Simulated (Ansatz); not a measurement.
ClIn, charge +1, doublet (typed; the unrestricted solution is spin-contaminated), geometry from GFN2-xTB (such geometries of metal compounds can be far from the true shape) (a state made from the parent by changing its charge; the spin is typed, not shown lowest) (all electrons, no relativity); SVWN5/STO-3G (Ansatz, a quantum-chemistry and plane-wave program).

Ansatz was given this input:
Ansatz 0.2 input:
```yaml
crystal:
  periodic: [false, false, false]
  atoms:
    - {symbol: In, position_ang: [-0.00000000, -0.00000000, -0.64646640]}
    - {symbol: Cl, position_ang: [0.00000000, 0.00000000, 1.86334432]}
basis:
  gaussian:
    orbitals: STO-3G
    occupation: {up: {"A1": 18, "A2": 1, "B1": 7, "B2": 7}, down: {"A1": 16, "A2": 2, "B1": 7, "B2": 7}}
hamiltonian:
  xc: {name: SVWN5}
total_charge: 1
magnetization: {spin_polarized: true, initial_magnetization: 1}
```

The log (banner, timings and long lists left out):

```
Functional definition: SVWN5
454 factors; integrals over basis functions are off by at most 4.4e-5 eV
mean field evaluation 1: about -166838.6286 eV, gradient 2.7e1 eV
mean field evaluation 2: about -166850.7129 eV, gradient 2.8e1 eV
mean field evaluation 4: about -166865.7098 eV, gradient 9.8e-1 eV
mean field evaluation 8: about -166865.7203 eV, gradient 3.7e-4 eV
mean field -166865.72033576 eV, -6132.2021166916 hartree, gradient 1.0e-6 eV, S^2 1.754004; 0 other end points of the search recorded, 0 dependent functions left out
reference -166865.72035281 eV, -6132.2021173183 hartree; 33, 32 occupied and 3, 4 virtual orbitals, 454 factors
Total energy: -166865.72035281 eV, -6132.2021173183 hartree
```
